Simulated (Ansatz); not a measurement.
A structure drawn as `[SiH3]C1C=N1`, with this starting geometry:

Cartesian coordinates in Å:
```
Si -0.376 0.201 1.077
C 0.008 -0.611 -0.466
C 0.667 0.144 -1.441
N -0.615 -0.006 -1.810
H 0.625 -0.209 2.158
H -0.269 1.720 1.030
H -1.732 -0.129 1.634
H 0.035 -1.683 -0.489
H 1.656 0.573 -1.692
```

Charge 0, multiplicity 1.

(1) Does it keep its bonds when Ansatz relaxes it at PBE-D4/def2-SVP and then PBE0-D4/def2-TZVP?

(2) Give the relaxed structure. (Best estimate.)

Atoms count as bonded under 1.1 times the sum of their covalent radii (H–H under 0.85 Å, pairs among N, O and F under 1.55 Å), and a drawn bond as lost past 1.3 times.

Results:

(1) Yes, every drawn bond is still there and no new one forms.

(2) Ansatz gave: 
Z-matrix (Å, degrees):
```
Si
C 1 1.869
H 1 1.489 2 109.8
H 1 1.486 2 108.9 3 119.8
H 1 1.487 2 110.8 3 -119.6
C 2 1.453 1 123.5 3 -104.8
N 2 1.561 1 118.4 3 -161.7
H 2 1.091 1 117.3 3 56.3
H 6 1.083 2 150.3 1 80.3
```
All modes are real.
